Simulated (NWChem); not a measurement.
System: C4H6Si; SMILES C#C[SiH2]C=C

Input file for NWChem:

```
start job
memory heap 200 mb stack 900 mb global 1100 mb
geometry units angstroms noautoz
  C      0.717493     2.695664     0.100178
  C      0.119619     1.636732     0.047679
  Si    -0.768678     0.028160    -0.039658
  C      0.411488    -1.355770    -0.465392
  C      0.590201    -2.430371     0.311171
  H      1.244463     3.632351     0.147971
  H     -1.400651    -0.258731     1.282257
  H     -1.834524     0.160156    -1.078732
  H      0.980974    -1.287629    -1.401763
  H      0.055309    -2.555617     1.259732
  H      1.280633    -3.236558     0.038322
end
basis spherical
  * library def2-svp
end
dft
  xc b3lyp
  iterations 150
  mulliken
end
task dft energy
```

Parts of the log:

```
             Northwest Computational Chemistry Package (NWChem) 7.3.0
             --------------------------------------------------------

 C1  symmetry detected

                             Geometry "geometry" -> ""
                             -------------------------

 Output coordinates in angstroms (scale by  1.889725989 to convert to a.u.)

  No.       Tag          Charge          X              Y              Z
 ---- ---------------- ---------- -------------- -------------- --------------
    1 C                    6.0000     0.70577764     2.69345229     0.07458378
    2 C                    6.0000     0.10701549     1.63415222     0.04435610
    3 Si                  14.0000    -0.78285406     0.02498720    -0.00971146
    4 C                    6.0000     0.38522419    -1.36081576    -0.46186942
    5 C                    6.0000     0.58627359    -2.43149072     0.31465490
    6 H                    1.0000     1.23357246     3.63047125     0.10272942
    7 H                    1.0000    -1.37695327    -0.25542650     1.33102337
    8 H                    1.0000    -1.87780871     0.15158149    -1.01875736
    9 H                    1.0000     0.92787946    -1.29723694    -1.41435624
   10 H                    1.0000     0.07856384    -2.55210606     1.27862935
   11 H                    1.0000     1.26895769    -3.23889223     0.02633976

 Effective nuclear repulsion energy (a.u.)     179.5441707470

                                 NWChem DFT Module
                                 -----------------

 Summary of "ao basis" -> "ao basis" (spherical)
 ------------------------------------------------------------------------------
       Tag                 Description            Shells   Functions and Types
 ---------------- ------------------------------  ------  ---------------------
 C                          def2-svp                 6       14   3s2p1d
 Si                         def2-svp                 8       18   4s3p1d
 H                          def2-svp                 3        5   2s1p

            General Information
            -------------------
          SCF calculation type: DFT
          Wavefunction type:  closed shell.
          No. of atoms     :    11
          No. of electrons :    44
           Alpha electrons :    22
            Beta electrons :    22
          Charge           :     0
          Spin multiplicity:     1
          Use of symmetry is: off; symmetry adaption is: off
          Maximum number of iterations: 150
          AO basis - number of functions:   104
                     number of shells:    50
          Convergence on energy requested:  1.00D-06
          Convergence on density requested:  1.00D-05
          Convergence on gradient requested:  5.00D-04

              XC Information
              --------------
                         B3LYP Method XC Potential
                     Hartree-Fock (Exact) Exchange  0.200
                        Slater Exchange Functional  0.800 local
                    Becke 1988 Exchange Functional  0.720 non-local
              Lee-Yang-Parr Correlation Functional  0.810
                  VWN I RPA Correlation Functional  0.190 local

             Grid Information
             ----------------
          Grid used for XC integration:  medium
          Radial quadrature: Mura-Knowles
          Angular quadrature: Lebedev.
          Tag              B.-S. Rad. Rad. Pts. Rad. Cut. Ang. Pts.
          ---              ---------- --------- --------- ---------
          C                   0.70       49          14.0       434
          Si                  1.10       88          11.0       590
          H                   0.35       45          15.0       434
          Grid pruning is: on
          Number of quadrature shells:   554
          Spatial weights used:  Erf1

      Superposition of Atomic Density Guess
      -------------------------------------

 Sum of atomic energies:        -442.23346051

      Non-variational initial energy
      ------------------------------

 Total energy =    -444.752257
 1-e energy   =    -960.962381
 2-e energy   =     336.665953
 HOMO         =      -0.337902
 LUMO         =      -0.021848

     ---------------------------------------------
      Total Density - Mulliken Population Analysis
     ---------------------------------------------

    Atom       Charge   Shell Charges
 -----------   ------   -------------------------------------------------------
    1 C    6     6.20   1.99  0.98  0.57  1.88  0.75  0.03
    2 C    6     6.22   1.99  1.01  0.31  1.96  0.92  0.03
    3 Si  14    13.37   2.00  1.99  0.99  0.24  5.94  1.11  0.93  0.17
    4 C    6     6.40   1.99  0.99  0.32  1.99  1.08  0.03
    5 C    6     6.12   1.99  0.97  0.27  1.92  0.94  0.03
    6 H    1     0.88   0.63  0.22  0.03
    7 H    1     1.07   0.69  0.36  0.01
    8 H    1     1.06   0.69  0.36  0.01
    9 H    1     0.88   0.66  0.20  0.02
   10 H    1     0.90   0.67  0.21  0.02
   11 H    1     0.90   0.67  0.20  0.02

   convergence    iter        energy       DeltaE   RMS-Dens  Diis-err
 ---------------- ----- ----------------- --------- --------- ---------
 d= 0,ls=0.0,diis     1   -445.2062926599 -6.25D+02  7.33D-03  3.77D-01
 d= 0,ls=0.0,diis     2   -445.2469244516 -4.06D-02  3.42D-03  6.25D-02
 d= 0,ls=0.0,diis     3   -445.2444851344  2.44D-03  1.84D-03  8.79D-02
 d= 0,ls=0.0,diis     4   -445.2547892454 -1.03D-02  6.23D-04  7.72D-03
 d= 0,ls=0.0,diis     5   -445.2558596495 -1.07D-03  1.12D-04  1.82D-04
  Resetting Diis
 d= 0,ls=0.0,diis     6   -445.2558839108 -2.43D-05  4.23D-05  2.56D-05
 d= 0,ls=0.0,diis     7   -445.2558871212 -3.21D-06  3.11D-05  3.73D-06
 d= 0,ls=0.0,diis     8   -445.2558859167  1.20D-06  2.05D-05  1.26D-05
 d= 0,ls=0.0,diis     9   -445.2558876264 -1.71D-06  2.02D-06  5.88D-08
 d= 0,ls=0.0,diis    10   -445.2558876356 -9.17D-09  3.31D-07  1.16D-09

         Total DFT energy =     -445.255887635584
      One electron energy =     -965.450163282230
           Coulomb energy =      385.381109334440
    Exchange-Corr. energy =      -44.731004434779
 Nuclear repulsion energy =      179.544170746986

 Numeric. integr. density =       44.000032716873

                       DFT Final Molecular Orbital Analysis
                       ------------------------------------

 Vector   20  Occ=2.000000D+00  E=-2.906323D-01
              MO Center=  3.0D-01, -2.3D-02, -1.6D-02, r^2= 5.4D+00
   Bfn.  Coefficient  Atom+Function         Bfn.  Coefficient  Atom+Function
  ----- ------------  ---------------      ----- ------------  ---------------
    50      0.282659   4 C  px                6     -0.227729   1 C  pz
    20     -0.223193   2 C  pz               64      0.182918   5 C  px
    53      0.175727   4 C  px               65      0.165906   5 C  py
    18      0.163775   2 C  px               23     -0.133274   2 C  pz
     4      0.132436   1 C  px                9     -0.133045   1 C  pz

 Vector   21  Occ=2.000000D+00  E=-2.848612D-01
              MO Center=  1.8D-01,  1.8D+00, -1.5D-02, r^2= 2.8D+00
   Bfn.  Coefficient  Atom+Function         Bfn.  Coefficient  Atom+Function
  ----- ------------  ---------------      ----- ------------  ---------------
     6      0.290485   1 C  pz               20      0.276304   2 C  pz
     4      0.241019   1 C  px               18      0.232223   2 C  px
     9      0.175258   1 C  pz               85      0.166089   8 H  s
    23      0.158416   2 C  pz                5     -0.146545   1 C  py
     7      0.144825   1 C  px               19     -0.132977   2 C  py

 Vector   22  Occ=2.000000D+00  E=-2.821268D-01
              MO Center=  3.7D-01,  8.0D-02,  1.6D-02, r^2= 5.6D+00
   Bfn.  Coefficient  Atom+Function         Bfn.  Coefficient  Atom+Function
  ----- ------------  ---------------      ----- ------------  ---------------
    64     -0.231905   5 C  px                4      0.219091   1 C  px
    51     -0.197718   4 C  py                6     -0.180466   1 C  pz
    18      0.173999   2 C  px               20     -0.169939   2 C  pz
    52     -0.156332   4 C  pz               67     -0.150825   5 C  px
    19     -0.148369   2 C  py               50     -0.145180   4 C  px

 Vector   23  Occ=0.000000D+00  E=-2.468015D-02
              MO Center=  3.2D-01, -1.2D+00, -2.8D-02, r^2= 4.4D+00
   Bfn.  Coefficient  Atom+Function         Bfn.  Coefficient  Atom+Function
  ----- ------------  ---------------      ----- ------------  ---------------
    67      0.401749   5 C  px               53     -0.356577   4 C  px
    64      0.303253   5 C  px               86     -0.297777   8 H  s
    69      0.272993   5 C  pz               50     -0.262841   4 C  px
    68      0.248821   5 C  py               54     -0.221226   4 C  py
    55     -0.205797   4 C  pz               39     -0.204688   3 Si px

 Vector   24  Occ=0.000000D+00  E= 3.789017D-04
              MO Center=  2.0D-03,  1.4D+00,  4.8D-02, r^2= 4.1D+00
   Bfn.  Coefficient  Atom+Function         Bfn.  Coefficient  Atom+Function
  ----- ------------  ---------------      ----- ------------  ---------------
    49      0.595675   4 C  s                41      0.565783   3 Si pz
    81     -0.536710   7 H  s                 9     -0.473998   1 C  pz
    23      0.370700   2 C  pz                6     -0.336237   1 C  pz
    20      0.259450   2 C  pz               40      0.256455   3 Si py
    39     -0.225856   3 Si px                7      0.205565   1 C  px

[...]
```

Level: B3LYP/def2-SVP. The geometry was optimised at PBE0/def2-SVP.
